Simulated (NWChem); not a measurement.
System: stibine (SbH$_{3}$); SMILES [SbH3]

The following NWChem deck was run.

```
start job
memory heap 200 mb stack 900 mb global 1100 mb
geometry units angstroms noautosym nocenter noautoz
  Sb     0.000000     0.000000     0.032948
  H     -0.343600     1.369063    -0.928994
  H      1.357443    -0.386965    -0.928994
  H     -1.013843    -0.982098    -0.928994
end
basis spherical
  * library def2-svpd
end
ecp
  Sb library def2-ecp
end
dft
  xc xpbe96 cpbe96
  iterations 150
end
tddft
  cis
  nroots 8
  notriplet
end
task tddft energy
```

Parts of the log:

```
             Northwest Computational Chemistry Package (NWChem) 7.3.0
             --------------------------------------------------------

                             Geometry "geometry" -> ""
                             -------------------------

 Output coordinates in angstroms (scale by  1.889725989 to convert to a.u.)

  No.       Tag          Charge          X              Y              Z
 ---- ---------------- ---------- -------------- -------------- --------------
    1 Sb                  51.0000     0.00000000     0.00000000     0.03294800
    2 H                    1.0000    -0.34360000     1.36906300    -0.92899400
    3 H                    1.0000     1.35744300    -0.38696500    -0.92899400
    4 H                    1.0000    -1.01384300    -0.98209800    -0.92899400

 Effective nuclear repulsion energy (a.u.)      48.0484666837

 Summary of "ao basis" -> "ao basis" (spherical)
 ------------------------------------------------------------------------------
       Tag                 Description            Shells   Functions and Types
 ---------------- ------------------------------  ------  ---------------------
 Sb                        def2-svpd                12       32   5s4p3d
 H                         def2-svpd                 4        8   2s2p

            General Information
            -------------------
          SCF calculation type: DFT
          Wavefunction type:  closed shell.
          No. of atoms     :     4
          No. of electrons :    26
           Alpha electrons :    13
            Beta electrons :    13
          Charge           :     0
          Spin multiplicity:     1
          Use of symmetry is: off; symmetry adaption is: off
          Maximum number of iterations: 150
          AO basis - number of functions:    56
                     number of shells:    24
          Convergence on energy requested:  1.00D-06
          Convergence on density requested:  1.00D-05
          Convergence on gradient requested:  5.00D-04

              XC Information
              --------------
          PerdewBurkeErnzerhof Exchange Functional  1.000
            Perdew 1991 LDA Correlation Functional  1.000 local
           PerdewBurkeErnz. Correlation Functional  1.000 non-local

             Grid Information
             ----------------
          Grid used for XC integration:  medium
          Radial quadrature: Mura-Knowles
          Angular quadrature: Lebedev.
          Tag              B.-S. Rad. Rad. Pts. Rad. Cut. Ang. Pts.
          ---              ---------- --------- --------- ---------
          Sb                  1.45      123           8.0       590
          H                   0.35       45           8.0       434
          Grid pruning is: on
          Number of quadrature shells:   258
          Spatial weights used:  Erf1

      Superposition of Atomic Density Guess
      -------------------------------------

 Sum of atomic energies:        -279.10632189

      Non-variational initial energy
      ------------------------------

 Total energy =    -240.760874
 1-e energy   =    -464.605337
 2-e energy   =     201.819044
 HOMO         =      -0.284869
 LUMO         =       0.046840

   convergence    iter        energy       DeltaE   RMS-Dens  Diis-err
 ---------------- ----- ----------------- --------- --------- ---------
 d= 0,ls=0.0,diis     1   -241.9910544757 -2.64D+02  1.32D-02  7.51D-02
 d= 0,ls=0.0,diis     2   -242.0027377828 -1.17D-02  4.09D-03  8.29D-03
 d= 0,ls=0.0,diis     3   -242.0044121495 -1.67D-03  1.01D-03  1.82D-03
 d= 0,ls=0.0,diis     4   -242.0046800635 -2.68D-04  7.47D-05  1.12D-05
 d= 0,ls=0.0,diis     5   -242.0046809358 -8.72D-07  5.47D-06  2.70D-08

         Total DFT energy =     -242.004680935801
      One electron energy =     -465.443886627208
           Coulomb energy =      221.832591635260
    Exchange-Corr. energy =      -20.418804344275
 Nuclear repulsion energy =       22.025418400422

 Numeric. integr. density =       25.999981017400

                       DFT Final Molecular Orbital Analysis
                       ------------------------------------

[...]

                                NWChem TDDFT Module
                                -------------------

            General Information
            -------------------
           No. of orbitals :     112
            Alpha orbitals :      56
             Beta orbitals :      56
        Alpha frozen cores :       0
         Beta frozen cores :       0
     Alpha frozen virtuals :       0
      Beta frozen virtuals :       0
         Spin multiplicity :       1
    Number of AO functions :      56
        Use of symmetry is : off
      Symmetry adaption is : off
         Schwarz screening :  0.10D-07

              XC Information
              --------------
   PerdewBurkeErnzerhof Exchange Functional   1.00
     Perdew 1991 LDA Correlation Functional   1.00 local
    PerdewBurkeErnz. Correlation Functional   1.00 non-local

             TDDFT Information
             -----------------
          Calculation type : Tamm-Dancoff TDDFT
         Wavefunction type : Restricted singlets
          No. of electrons :      26
           Alpha electrons :      13
            Beta electrons :      13
              No. of roots :       8
          Max subspacesize :    5600
            Max iterations :     100
               Target root :       1
           Target symmetry : none
      Symmetry restriction : off
                 Algorithm : Optimal
        Davidson threshold :  0.10D-03

    8 smallest eigenvalue differences (eV)
--------------------------------------------------------
  No. Spin  Occ  Vir  Irrep   E(Occ)    E(Vir)   E(Diff)
--------------------------------------------------------
    1    1   13   14 a        -0.237    -0.032     5.588
    2    1   13   15 a        -0.237    -0.032     5.588
    3    1   13   16 a        -0.237    -0.018     5.969
    4    1   12   14 a        -0.306    -0.032     7.472
    5    1   11   14 a        -0.306    -0.032     7.472
    6    1   12   15 a        -0.306    -0.032     7.472
    7    1   11   15 a        -0.306    -0.032     7.472
    8    1   12   16 a        -0.306    -0.018     7.853
--------------------------------------------------------

  Entering Davidson iterations
  Restricted singlet excited states

  Iter   NTrls   NConv    DeltaV     DeltaE      Time
  ----  ------  ------  ---------  ---------  ---------
    1      8       0     0.13E+00   0.10+100        2.2
    2     16       0     0.13E+00   0.41E-01        2.4
    3     24       1     0.62E-01   0.16E-01        2.3
    4     31       5     0.69E-01   0.17E-01        2.1
    5     34       6     0.28E-01   0.60E-02        1.4
    6     36       7     0.12E-02   0.12E-02        1.3
    7     37       8     0.34E-04   0.23E-05        1.1
  ----  ------  ------  ---------  ---------  ---------
  Convergence criterion met

  Ground state a        -242.004680935801 a.u.

  ----------------------------------------------------------------------------
  Root   1 singlet a              0.225058993 a.u.                6.1242 eV
  ----------------------------------------------------------------------------
     Transition Moments    X -0.00001   Y -0.00001   Z  1.00758
     Dipole Oscillator Strength                    0.1523216571
     Electric Quadrupole                           0.0000000275
     Magnetic Dipole                               0.0000000000
     Total Oscillator Strength                     0.1523216846

     Occ.   11  a   ---  Virt.   15  a        0.07301
     Occ.   12  a   ---  Virt.   14  a       -0.07302
     Occ.   13  a   ---  Virt.   16  a       -0.98966
  ----------------------------------------------------------------------------
  Root   2 singlet a              0.229965525 a.u.                6.2577 eV
  ----------------------------------------------------------------------------
     Transition Moments    X -0.08633   Y  0.68936   Z  0.00001
     Dipole Oscillator Strength                    0.0739989775
     Electric Quadrupole                           0.0000000917
     Magnetic Dipole                               0.0000013967
     Total Oscillator Strength                     0.0740004659

     Occ.   11  a   ---  Virt.   14  a       -0.18146
     Occ.   11  a   ---  Virt.   15  a        0.06083
     Occ.   11  a   ---  Virt.   16  a        0.09129
     Occ.   11  a   ---  Virt.   18  a       -0.05093
     Occ.   11  a   ---  Virt.   19  a       -0.05128
     Occ.   12  a   ---  Virt.   14  a        0.06083
     Occ.   12  a   ---  Virt.   15  a        0.18146
     Occ.   12  a   ---  Virt.   17  a        0.05112
     Occ.   13  a   ---  Virt.   14  a       -0.81823
     Occ.   13  a   ---  Virt.   15  a       -0.46289
     Occ.   13  a   ---  Virt.   17  a       -0.07759
     Occ.   13  a   ---  Virt.   18  a       -0.08842
  ----------------------------------------------------------------------------
  Root   3 singlet a              0.229965530 a.u.                6.2577 eV
  ----------------------------------------------------------------------------
     Transition Moments    X  0.68936   Y  0.08633   Z  0.00001
     Dipole Oscillator Strength                    0.0739986536
     Electric Quadrupole                           0.0000000917
     Magnetic Dipole                               0.0000013968
     Total Oscillator Strength                     0.0740001421

[...]
```

Level: PBE/def2-SVPD with def2 effective core potentials on Sb, TDA. All runs use the structure optimised with PBE0-D3(BJ)/def2-TZVP. def2 effective core potentials on Sb; no spin-orbit coupling.
